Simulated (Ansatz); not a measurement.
H$_{2}$Ge, charge +1, doublet, geometry from GFN2-xTB (a state made from the parent by changing its charge; the spin is typed, not shown lowest). Base run: HF/cc-pVDZ run with Ansatz (a program for electronic structure).

The Ansatz input:
Ansatz 0.2 input:
```yaml
crystal:
  periodic: [false, false, false]
  atoms:
    - {symbol: Ge, position_ang: [0.00154695, 0.00039246, 0.05229261]}
    - {symbol: H, position_ang: [-0.07155721, -1.39870919, -0.82484686]}
    - {symbol: H, position_ang: [0.02205481, 1.38615059, -0.84851654]}
basis:
  gaussian:
    orbitals: cc-pVDZ
hamiltonian:
  xc: hf
total_charge: 1
magnetization: {spin_polarized: true, initial_magnetization: 1}
```

The base run was repeated with changes; each row names its change, and settings that it needs were set with it.

```
change                                                         ΔE vs base (eV)
-------------------------------------------------------------  ---------------
base                                                                      0.00
occupation = up:A1:9 A2:1 B1:2 B2:5 down:A1:8 A2:1 B1:3 B2:4             38.45
occupation = up:A1:9 A2:1 B1:3 B2:4 down:A1:8 A2:1 B1:3 B2:4              0.00
symmetry_tolerance_ang = 0.01                                             0.00
occupation = up:A1:10 A2:1 B1:2 B2:4 down:A1:8 A2:1 B1:3 B2:4            37.42
occupation = up:A1:8 A2:1 B1:3 B2:5 down:A1:8 A2:1 B1:3 B2:4              8.17
occupation = up:A1:9 B1:4 B2:4 down:A1:8 A2:1 B1:3 B2:4                  32.01
```
